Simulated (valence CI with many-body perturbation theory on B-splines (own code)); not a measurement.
# Energy levels of Ce LII

Calculated by relativistic CI+MBPT: five valence electrons over a frozen Dirac-Fock core [He], radial functions for each j: 11 s, 11 p, 10 d, 8 f, 5 g, 2 h, with the one-electron correlation potential Σ1 (screened to all orders), the two-electron term Σ2, the three-electron term Σ3, Breit, model QED; selected single and double excitations, second order for the rest, scaled by the run's own slope (own B-spline code, finite nucleus).

No measured spectrum was set against this ion. As an estimate, large intervals hold to a few tenths of a per cent, small ones and those within an open d or f shell to about a per cent. Among the levels kept, up to 7000 cm⁻¹ of a level comes from second order outside the variational space, and about a tenth of that is noise between levels of different J, which matters for small intervals.

Levels 136 to 180 of 197, with energies above the lowest level, (2s^2 2p1/2^2 2p3/2) J=3/2. "Leading %" is the weight of the configuration and term that name the level; weights of strongly mixed levels are sums over their largest components and can fall short. In the jj column 3d3/2^4 stands for four electrons in 3d with j = 3/2. Lifetimes count E1, E2, E3, M1 and M2 decay at the calculated energies, and are blank where another channel may lead or the interval is too uncertain; long ones can be off by a factor of two.

```csv
No.,Configuration,Term,J,E (Ry),Leading %,Lifetime,g,Leading jj
136,2s2p³3p,⁴P,3/2,494.53,32,15.6 fs,1.405,2s 2p1/2 2p3/2^2 3p3/2 (99 %)
137,2s2p³3d,⁴G°,7/2,494.66,34,5.10 fs,1.238,2s 2p1/2 2p3/2^2 3d3/2 (90 %)
138,2s2p³3p,⁴P,5/2,494.89,43,9.93 fs,1.350,2s 2p1/2 2p3/2^2 3p3/2 (87 %)
139,2s2p³3p,²P,1/2,495.49,70,73.0 fs,0.734,2s 2p1/2 2p3/2^2 3p3/2 (98 %)
140,2s2p³3p,⁴P,3/2,495.76,35,15.2 fs,1.333,2s 2p1/2 2p3/2^2 3p3/2 (98 %)
141,2s2p³3p,²F,7/2,496.05,78,8.56 fs,1.174,2s 2p1/2 2p3/2^2 3p3/2 (98 %)
142,2s2p³3d,⁴G°,9/2,496.07,45,3.31 ps,1.336,2s 2p1/2 2p3/2^2 3d5/2 (92 %)
143,2s2p³3p,²P,1/2,496.27,40,5.58 fs,1.372,2s 2p1/2 2p3/2^2 3p3/2 (90 %)
144,2s2p³3p,²D,5/2,496.43,44,51.6 fs,1.273,2s 2p1/2 2p3/2^2 3p3/2 (98 %)
145,2s2p³3d,⁴D°,7/2,496.48,52,43.7 fs,1.324,2s 2p1/2 2p3/2^2 3d5/2 (91 %)
146,2s2p³3p,²D,3/2,496.78,36,12.0 fs,1.259,2s 2p1/2 2p3/2^2 3p3/2 (96 %)
147,2s2p³3d,²G°,9/2,496.86,44,764 fs,1.186,2s 2p1/2 2p3/2^2 3d3/2 (89 %)
148,2s2p³3p,²D,5/2,496.89,44,129 fs,1.252,2s 2p1/2 2p3/2^2 3p3/2 (94 %)
149,2s2p³3d,⁴F°,7/2,497.32,42,2.21 fs,1.279,2s 2p1/2 2p3/2^2 3d3/2 (92 %)
150,2s2p³3d,⁴P°,5/2,497.38,41,1.76 fs,1.386,2s 2p1/2 2p3/2^2 3d3/2 (88 %)
151,2s2p³3d,⁴P°,3/2,497.71,32,1.34 fs,1.581,2s 2p1/2 2p3/2^2 3d3/2 (90 %)
152,2s2p³3d,⁴D°,1/2,497.77,61,4.04 fs,0.721,2s 2p1/2 2p3/2^2 3d5/2 (92 %)
153,2s2p³3p,²D,3/2,497.81,21,13.6 fs,1.133,2s 2p1/2 2p3/2^2 3p3/2 (64 %)
154,2s2p³3p,²P,1/2,498.10,63,19.4 fs,1.344,2s 2p1/2 2p3/2^2 3p3/2 (98 %)
155,2p⁴3s,⁴P,5/2,498.26,56,23.8 fs,1.429,2p1/2^2 2p3/2^2 3s (78 %)
156,2s2p³3d,⁴D°,5/2,498.58,60,1.68 fs,1.251,2s 2p1/2 2p3/2^2 3d5/2 (84 %)
157,2s2p³3d,⁴D°,3/2,498.59,39,1.97 fs,1.205,2s 2p1/2 2p3/2^2 3d5/2 (80 %)
158,2s2p³3d,⁴G°,11/2,498.91,100,3.62 ps,1.256,2s 2p1/2 2p3/2^2 3d5/2 (100 %)
159,2s2p³3d,⁴F°,9/2,499.14,60,854 fs,1.231,2s 2p1/2 2p3/2^2 3d5/2 (96 %)
160,2p⁴3s,²P,3/2,499.16,30,12.4 fs,1.142,2p1/2^2 2p3/2^2 3s (55 %)
161,2s2p³3d,²S°,1/2,500.13,49,3.41 fs,1.693,2s 2p1/2 2p3/2^2 3d5/2 (88 %)
162,2s2p³3d,⁴F°,3/2,500.15,58,4.33 fs,0.676,2s 2p1/2 2p3/2^2 3d3/2 (86 %)
163,2s2p³3d,²F°,7/2,500.74,36,3.47 fs,1.105,2s 2p1/2 2p3/2^2 3d5/2 (72 %)
164,2s2p³3d,²P°,3/2,500.84,46,2.47 fs,1.284,2s 2p1/2 2p3/2^2 3d5/2 (71 %)
165,2s2p³3d,²D°,5/2,500.87,31,5.52 fs,1.061,2s 2p1/2 2p3/2^2 3d3/2 (58 %)
166,2s2p³3d,⁴D°,1/2,501.23,52,3.27 fs,0.540,2s 2p1/2 2p3/2^2 3d3/2 (90 %)
167,2s2p³3d,²D°,3/2,501.36,41,6.47 fs,0.944,2s 2p1/2 2p3/2^2 3d3/2 (76 %)
168,2s2p³3d,²D°,5/2,501.53,32,3.24 fs,1.078,2s 2p1/2 2p3/2^2 3d3/2 (62 %)
169,2p⁴3s,²S,1/2,501.86,55,18.6 fs,1.955,2p1/2^2 2p3/2^2 3s (89 %)
170,2s2p³3d,²G°,7/2,501.91,49,8.23 fs,1.013,2s 2p1/2 2p3/2^2 3d3/2 (78 %)
171,2s2p³3d,²F°,5/2,502.16,15,1.62 fs,1.104,2s 2p1/2 2p3/2^2 3d3/2 (57 %)
172,2s2p³3d,⁴F°,5/2,502.31,34,3.29 fs,1.081,2s 2p1/2 2p3/2^2 3d3/2 (53 %)
173,2s2p³3d,²D°,3/2,502.58,21,2.13 fs,1.282,2s 2p1/2 2p3/2^2 3d3/2 (48 %)
174,2s2p³3d,²P°,1/2,502.96,46,1.33 fs,0.500,2s 2p1/2 2p3/2^2 3d3/2 (85 %)
175,2s2p³3d,⁴D°,3/2,502.97,20,1.79 fs,1.252,2s 2p1/2 2p3/2^2 3d3/2 (69 %)
176,2s2p³3d,⁴P°,5/2,503.08,30,4.30 fs,1.288,2s 2p1/2 2p3/2^2 3d5/2 (77 %)
177,2s2p³3d,²D°,3/2,503.56,21,3.16 fs,1.201,2s 2p1/2 2p3/2^2 3d3/2 (64 %)
178,2s2p³3d,⁴D°,7/2,503.63,51,20.7 fs,1.233,2s 2p1/2 2p3/2^2 3d5/2 (98 %)
179,2s2p³3d,²P°,1/2,503.69,50,1.33 fs,1.116,2s 2p1/2 2p3/2^2 3d3/2 (91 %)
180,2p⁴3p,²D°,5/2,503.81,15,7.07 fs,1.143,2p1/2^2 2p3/2^2 3p1/2 (50 %)
```
